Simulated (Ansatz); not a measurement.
The same ligand exchange along the group F, Cl, Br, I.

Computed with Ansatz on PBE0-D4/def2-TZVP structures; ΔE is electronic, products minus reactants. CCSD(T)/CBS adds triple-zeta CCSD(T) − MP2 to the extrapolated MP2 energy (def2 sets, frozen cores). This one scheme is used for every species. Functionals use def2-TZVPP. def2 core potentials past Kr. For Br, Ge, I outer-core shells are correlated without core-valence functions, which leaves a few kJ/mol of doubt a bond. Scalar relativity is left out up to krypton.

```json
{"reaction": "`[F][GeH3]` + CH₃NH₂ → `C[NH][GeH3]` + H–F", "ωB97X-V (kJ/mol)": "62", "PBE-D4 (kJ/mol)": "56", "CCSD(T)/CBS(def2) (kJ/mol)": "49"}
{"reaction": "`[Cl][GeH3]` + CH₃NH₂ → `C[NH][GeH3]` + HCl", "ωB97X-V (kJ/mol)": "75", "PBE-D4 (kJ/mol)": "74", "CCSD(T)/CBS(def2) (kJ/mol)": "70"}
{"reaction": "`[GeH3][Br]` + CH₃NH₂ → `C[NH][GeH3]` + HBr", "ωB97X-V (kJ/mol)": "83", "PBE-D4 (kJ/mol)": "83", "CCSD(T)/CBS(def2) (kJ/mol)": "79"}
{"reaction": "`[GeH3][I]` + CH₃NH₂ → `C[NH][GeH3]` + HI", "ωB97X-V (kJ/mol)": "84", "PBE-D4 (kJ/mol)": "87", "CCSD(T)/CBS(def2) (kJ/mol)": "84"}
```

Largest T1 diagnostic: 0.012, for `[F][GeH3]`.
